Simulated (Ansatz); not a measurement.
Reaction (alkene loss): `CC(C)[NH][Al]([F])[F]` → `[NH2][Al]([F])[F]` + propene

Computed with Ansatz on PBE0-D4/def2-TZVP structures; ΔE is electronic, products minus reactants. CCSD(T)/CBS is the MP2 limit (def2-TZVPP, def2-QZVPP) plus CCSD(T) − MP2 in def2-TZVPP, frozen cores. Functionals use def2-TZVPP. One conformer a species, not always the lowest.

`CC(C)[NH][Al]([F])[F]`:

```xyz
15

C    -0.650   -1.216    1.167
C    -0.131    0.133    0.690
C     1.364    0.088    0.448
N    -0.835    0.563   -0.509
Al   -0.305    1.002   -2.118
F    -1.454    1.399   -3.223
F     1.261    1.058   -2.606
H    -0.169   -1.511    2.103
H    -1.729   -1.184    1.340
H    -0.450   -1.986    0.417
H    -0.317    0.866    1.489
H     1.889   -0.206    1.359
H     1.751    1.061    0.136
H     1.611   -0.639   -0.331
H    -1.836    0.573   -0.363
```

`[NH2][Al]([F])[F]`:

Cartesian coordinates in Å:
```
N -0.321 -0.553 -0.719
Al 0.261 0.450 0.586
F -0.126 2.042 0.655
F 1.207 -0.180 1.768
H -0.903 -0.225 -1.472
H -0.119 -1.533 -0.818
```

`C=CC`:

Z-matrix (Å, degrees):
```
C
C 1 1.490
H 1 1.095 2 111.0
H 1 1.095 2 111.0 3 118.3
H 1 1.092 2 111.5 3 -120.8
C 2 1.325 1 125.1 3 120.8
H 2 1.088 1 116.2 3 -59.2
H 6 1.084 2 121.6 1 -180.0
H 6 1.086 2 121.4 1 0.0
```

| species | ωB97X-V energy (Eh) |
| --- | --- |
| `CC(C)[NH][Al]([F])[F]` | -616.21274 |
| `[NH2][Al]([F])[F]` | -498.26872 |
| `C=CC` | -117.91232 |

Work out ΔE.

ΔE = (-498.26872) + (-117.91232) − (-616.21274) = 0.03170 Eh = +83.2 kJ/mol. CCSD(T)/CBS gives +69.7 kJ/mol.

Largest T1 diagnostic among the species: 0.012.

In def2-TZVPP, CCSD(T) changes the Hartree–Fock value by +31.8 kJ/mol (the triples alone add +2.3 kJ/mol) and MP2 by +39.2 kJ/mol. The D4 term adds +20.0 kJ/mol with B3LYP and +11.1 kJ/mol with PBE0; it sums over pairs of atoms, weighted by their polarisabilities, and B3LYP, whose exchange is more repulsive, gets the larger term. From PBE to PBE0 (25 % exact exchange), in def2-TZVPP and without D4, ΔE moves by +10.2 kJ/mol.

B3LYP here is the variant with VWN-RPA as its local correlation; programs differ in this.
